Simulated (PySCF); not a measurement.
# NaTe⁻ at RHF-CCSD

Computed with RHF-CCSD; PySCF, scalar-relativistic core potentials, basis sets Na def2-SVPD, Te def2-SVPD with ECP28.

| Item | Value |
| --- | --- |
| state | ¹Σ⁺ (singlet), closed shell |
| bond length | 2.773 Å |
| harmonic wavenumber | 240 cm⁻¹ |
| force constant | 0.664 mdyn/Å |
| rotational constant Be | 0.1122 cm⁻¹ |
| anharmonicity ωexe | 1.05 cm⁻¹ |
| vibration–rotation constant αe | 0.000659 cm⁻¹ |

Correlated steps freeze 5 core orbitals. Spin–orbit coupling is left out, which matters for elements this heavy, above all for dissociation energies. The CCSD T1 diagnostic is raised, a sign that a single reference may not be enough here.
